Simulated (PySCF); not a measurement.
**From computed data to an observable: oscillator strength and radiative lifetime**

Sb(Cl)2(Et) (C2H5Cl2Sb), SMILES C[CH2][Sb]([Cl])[Cl].

Geometry optimised at B3LYP-D3(BJ)/def2-SVP. The structure was generated by enumeration; whether it is a known compound was not checked. The def2 effective core potentials stand for the cores of Sb; spin–orbit coupling is left out. One conformer was computed; it need not be the lowest.

TDDFT-PBE/def2-SVPD (PySCF 2.14.0) puts the first singlet state with f over 0.02 at 5.60 eV (vertical), with the transition dipole (0.410, 0.173, -0.132) in atomic units.

### Question
Find the oscillator strength, the wavelength and the radiative lifetime that this transition would have in vacuum if emission retraced absorption.

### Answer

|μ|² = 0.2155 au, so |μ| = 1.18 D. ΔE = 5.60/27.211 = 0.2058 hartree. f = (2/3) ΔE |μ|² = 0.030 (the program prints 0.030).
λ = 1239.84/5.60 = 221 nm; ν = 45167 cm⁻¹.
Einstein's coefficient A = 0.6670 ν² f s⁻¹ (ν in cm⁻¹) = 4.0e7 s⁻¹, so τ = 1/A = 25 ns. This state is S8; the lower singlets have f = 0.017, 0.011, 0.002, 0.008, 0.004, 0.010, 0.009. The figure is the radiative limit of this one transition; relaxation, internal conversion, crossing to triplets and a medium change what is measured.
